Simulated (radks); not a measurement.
Question: Numerical settings for neutral dysprosium, [Xe] 4f10 6s2. Method: Dirac Kohn-Sham, BLYP, spin-unpolarised, spherical densities, point nucleus; open shells fill j = l - 1/2 first; computed with a radial shooting solver on a logarithmic mesh with Libxc functionals. The defaults (mesh step 0.008 in ln r, mesh end at 40 bohr or more with all orbitals vanishing there, Anderson mixing 0.5 over 9 steps, residual threshold near 1e-9 with the energy settled to 1e-9 hartree or 1e-11 of itself, here a cap of 66 iterations) give E = -12169.1327 hartree and 4f7/2 at -2.384 eV in 16 iterations. Run on one thread of a shared host, so times are rough (Arm Neoverse V1): 0.2 s of CPU time, 0.2 s wall, 16 iterations on 2728 mesh points. One setting is changed at a time: mesh step in ln r 0.12; mesh step in ln r 0.03; mesh step in ln r 0.2; mesh end (bohr) 5; mesh end (bohr) 12; residual threshold 0.1; residual threshold 0.01; mixing 1; linear mixing, mixing 0.2; linear mixing, mixing 0.5; mixing history 3; iteration cap 8. Which runs fail to converge, and which converge to a wrong energy?

Answer: Not converged within the cap: mesh step in ln r 0.12; mesh step in ln r 0.2; linear mixing, mixing 0.2; linear mixing, mixing 0.5; iteration cap 8. Settled on a wrong energy, with an occupied level pushed above zero by the early mesh end: mesh end (bohr) 5 (+0.294 hartree). Apart from these: no run marked as converged misses the energy by more than 1 mhartree.
